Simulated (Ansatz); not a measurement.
Relaxation of BrCl2HZn (5 atoms, charge 0, multiplicity 1), to a largest force component of 0.03 eV/Å in at most 50 steps.

All numbers below come from Ansatz 0.2.0, RKS PBE/def2-SVP.

```xyz
5
Properties=species:S:1:pos:R:3
Zn -0.949 -0.001 -0.585
Cl 0.277 0.006 2.622
Cl 0.680 0.001 -1.920
Br -2.991 -0.004 0.641
H -1.063 -0.002 2.598
```

Where does it end, and by what steps?

The run converged. After 8 steps the energy has fallen by 0.227 eV; Cl2 moved furthest, 0.40 Å. Joined: Zn1–Cl2 (3.43 → 2.67 Å).

```csv
step,energy less start (eV),largest force component (eV/Å),accepted
0,0.0000,1.029,yes
1,-0.1470,0.445,yes
2,-0.2039,0.430,yes
3,-0.1900,0.547,no
4,-0.2210,0.147,yes
5,-0.2261,0.064,yes
6,-0.2268,0.040,yes
7,-0.2269,0.044,yes
8,-0.2270,0.010,yes
```

```xyz
5
Properties=species:S:1:pos:R:3
Zn -0.844 -0.001 -0.231
Cl 0.200 0.003 2.228
Cl 0.652 0.001 -1.732
Br -2.938 -0.005 0.708
H -1.115 0.001 2.382
```

Whether the end is a true minimum wasn't checked by a vibrational analysis.

Run time: 6.8 s on 2 threads of AMD EPYC 9R45 96-Core Processor (Zen 5), on a shared host, peak memory 0.18 GiB.
